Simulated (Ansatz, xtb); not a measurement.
# CuGeO+: where a starting geometry ends

The starting geometry of this gas-phase singlet has its atoms placed at random.

```xyz
3

Cu    1.4808   -0.7240   -0.0334
Ge   -0.9799    0.1571   -0.7425
O     0.5758    0.3969   -0.9760
```

**Question.** One run relaxed it with r2SCAN-D4/def2-SVP. What is a likely outcome?

**Answer.** It ends as a structure given below by its coordinates. Contacts that open: Cu1–Ge2 (2.71 → 3.48 Å).

The energy falls by 0.61 eV over 9 steps:

| step | E − E(last) (eV) |
| --- | --- |
| 1 | 0.608 |
| 2 | 0.345 |
| 3 | 0.242 |
| 4 | 0.168 |
| 5 | 0.127 |
| 6 | 0.037 |
| 7 | 0.000 |
| 8 | 0.000 |
| 9 | 0.000 |

Final geometry (Å):

```yaml
atoms:
  - { symbol: Cu, position_ang: [1.9575, -0.6409, -0.1132] }
  - { symbol: Ge, position_ang: [-1.1933, 0.5105, -1.0410] }
  - { symbol: O, position_ang: [0.3125, -0.0397, -0.5977] }
```

From the same start GFN2-xTB reaches the same bonding as this run.

From so rough a start the end depends on the optimiser's path, so another program may land elsewhere. No frequencies were run, so the end isn't proven a minimum. Run with Ansatz 0.2.0, 14 s on 2 threads of Intel(R) Xeon(R) Platinum 8259CL CPU @ 2.50GHz (Skylake/Cascade Lake) (shared host).
